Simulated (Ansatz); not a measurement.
Isolated molecules relaxed with PBE0-D4/def2-TZVP in Ansatz; ΔE leaves out vibrations. CCSD(T)/CBS is the MP2 limit (def2-TZVPP, def2-QZVPP) plus CCSD(T) − MP2 in def2-TZVPP, frozen cores. This one scheme is used for every species. Functionals use def2-TZVPP. One conformer a species, not always the lowest.

`BN[SiH]1CN1` + `C=C=N` → `BN=C=C` + `N[SiH]1CN1`  (ligand exchange at a B–N bond)

```tsv
level	ΔE (kJ/mol)
PBE-D4	3.0
HF/def2-TZVPP	13.7
MP2/def2-QZVPP	11.7
MP2/CBS(def2)	10.6
```

Q: What does CCSD(T)/CBS give? (An estimate is asked.)

A: The calculation gave: +14.3 kJ/mol. The listed levels differ from it by -11.3, -0.6, -2.6, -3.7 kJ/mol.

Largest T1 diagnostic among the species: 0.017.

From PBE to PBE0 (25 % exact exchange), in def2-TZVPP and without D4, ΔE moves by +4.1 kJ/mol.
